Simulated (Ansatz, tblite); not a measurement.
Removing and adding an electron: In₃P₂Cl₃ (the lowest singlet isomer of a short search). Charge 0, multiplicity 1. Geometry: PBE-D4/def2-SVP. Ansatz, gas phase; energy differences of separate SCF runs; the oxidised species was run as a doublet alone; the reduced species was run as a doublet alone.

```xyz
8

In    1.379   -1.444    1.468
In   -0.579    0.713   -1.206
In   -1.844    0.999    2.265
P     2.489   -1.669   -1.325
P     1.504   -0.641   -2.670
Cl   -1.256   -1.338    0.519
Cl    0.868    1.282    1.081
Cl   -2.561    2.097   -0.132
```

In the def2 sets In takes a core potential; there is no spin–orbit coupling. The xTB rows come from tblite. HOMO above LUMO, or a gap near zero within one spin, warns that the state may not be the lowest or that an electron is smeared out. The structure comes from a short search, and lower isomers may exist.

```csv
level,−HOMO (eV),vertical IE (eV),−LUMO (eV),vertical EA (eV),HOMO–LUMO gap (eV),IE − EA (eV),remarks
GFN1-xTB,10.35,12.38,8.41,5.48,1.94,6.90,–
GFN2-xTB,9.76,11.78,8.20,5.96,1.56,5.82,–
PBE-D4/def2-TZVP,5.50,7.53,3.79,–,1.71,–,–
PBE-D4/def2-TZVPD,5.52,–,3.81,1.73,1.71,–,"HOMO above zero (-1 doublet), gap within one spin near zero (-1 doublet), restricted SCF unstable in HF (singlet)"
PBE0-D4/def2-TZVP,6.21,7.61,3.09,–,3.11,–,restricted SCF unstable in HF (singlet)
PBE0-D4/def2-TZVPD,6.22,–,3.11,1.82,3.11,–,restricted SCF unstable in HF (singlet)
```

Run but left out: B2PLYP/def2-TZVP, B2PLYP/def2-TZVPD (singlet: restricted singlet, unstable in another Hartree–Fock run and untested here).   A HOMO above zero means that the electron is unbound at that level or that self-interaction error raises the level; the energy of removing that electron tells which. Raw xTB energy differences between charge states are shifted by several eV; the methods need an empirical correction for them.
